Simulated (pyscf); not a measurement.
`[OH][Ti]([OH])([Cl])[Cl]`, singlet

Gas-phase minimum from PySCF at ωB97X-D3(BJ)/def2-SVP, one conformer. 

```xyz
7

O      0.4636     0.6738    -1.4471
Ti    -0.0623     1.1978     0.1266
O     -0.3443    -0.2093     1.1260
Cl    -1.9070     2.3597    -0.1040
Cl     1.4966     2.4615     1.0105
H      0.6983     1.0011    -2.3221
H     -0.2618    -1.1594     0.9830
```

Bond lengths (Å): O1–Ti2 1.740, O1–H6 0.963, Ti2–O3 1.749, Ti2–Cl4 2.192, Ti2–Cl5 2.193, O3–H7 0.964. Bond angles (°): Ti2–O1–H6 142.5, O1–Ti2–O3 108.9, O1–Ti2–Cl4 108.6, O1–Ti2–Cl5 108.9, O3–Ti2–Cl4 110.5, O3–Ti2–Cl5 110.4, Cl4–Ti2–Cl5 109.6, Ti2–O3–H7 134.0.

Properties at ωB97X-D3(BJ)/def2-SVP:

* **Harmonic wavenumbers, unscaled**: 107, 124, 160, 166, 207, 209, 288, 319, 409, 463, 504, 837, 865, 3925, 3943 cm⁻¹
* **Zero-point energy**: 17.9 kcal/mol
* **Rotational symmetry number**: 1
* **Entropy of this conformer at 298 K and 1 atm, rigid rotor and harmonic oscillator, modes under 100 cm⁻¹ raised to 100**: 378.1 J/(mol K)
* **Dipole moment**: 3.76 D

Single-point totals, which compare only within one level:

```json
[
 {"level": "ωB97X-D3(BJ)/def2-TZVP", "total energy (hartree)": "-1921.87750"},
 {"level": "PBE/def2-TZVP", "total energy (hartree)": "-1921.13489"},
 {"level": "r²SCAN/def2-TZVP", "total energy (hartree)": "-1921.72566"},
 {"level": "B3LYP-D3(BJ)/def2-TZVP", "total energy (hartree)": "-1921.93225"},
 {"level": "PBE0-D3(BJ)/def2-TZVP", "total energy (hartree)": "-1921.20947"},
 {"level": "M06-2X/def2-TZVP", "total energy (hartree)": "-1921.72931"},
 {"level": "ωB97M-D3(BJ)/def2-TZVP", "total energy (hartree)": "-1922.02374"}
]
```

Soft torsions are taken as harmonic, which can shift the entropy by several J/(mol K).
